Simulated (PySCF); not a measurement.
# Working out the ionisation energy of Ti

Ti [Ar] 3d2 4s2 (3F) → Ti⁺ [Ar] 3d2 4s1 (4F). Computed with PySCF 2.14 in x2c-QZVPPall, with scalar relativity by spin-free X2C-1e. Frozen: [Ne]. Energies in hartree (1 hartree = 27.21139 eV):

```json
{"part": "UHF", "Ti (lower)": "-852.761461", "Ti⁺ (upper)": "-852.557276"}
{"part": "CCSD correlation", "Ti (lower)": "-0.344012", "Ti⁺ (upper)": "-0.302658"}
{"part": "(T)", "Ti (lower)": "-0.011529", "Ti⁺ (upper)": "-0.007372"}
```

**Question.** What does Hartree-Fock give?

**Answer.** (-852.557276) − (-852.761461) = 0.204185 hartree = 5.556 eV.

**Question.** What do CCSD and CCSD(T) give?

**Answer.** The CCSD correlation energies differ by 0.041354 hartree = 1.125 eV and the triples by 0.004157 hartree = 0.113 eV, so CCSD gives 6.681 eV and CCSD(T) 6.794 eV.

Measured between the centres of the two terms (NIST): 6.828 eV, so CCSD(T) (valence and next inner shell) is off by -0.034 eV.

What remains against the reference includes basis incompleteness, the frozen core and higher excitations.
